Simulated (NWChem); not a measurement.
InHSeCl2; SMILES [Cl][In]([Cl])[SeH]

```xyz
5

In     0.0108    -0.3833     0.0000
Cl     1.9649    -1.6591     0.0000
Cl    -2.0034    -1.5708     0.0000
Se     0.0457     2.1047     0.0000
H     -1.4276     2.1310     0.0000
```
Atoms are numbered in this order, from 1.

Program: NWChem. Medium grid unless said otherwise, to which SCAN and Minnesota functionals are sensitive. Geometry: optimised at PBE0/def2-SVP. def2 effective core potentials on In; no spin-orbit coupling.

For level B3LYP/def2-SVP:

```
Property                     Result
---------------------------  ------
highest occupied level (eV)   -7.51
orbital gap (eV)               4.76
dipole (D)                     2.10
```

Question: What are these values for level SCAN/def2-SVP?

Answer: The highest occupied level (eV) is -7.01. The orbital gap (eV) is 3.70 and the dipole (D) is 2.21.
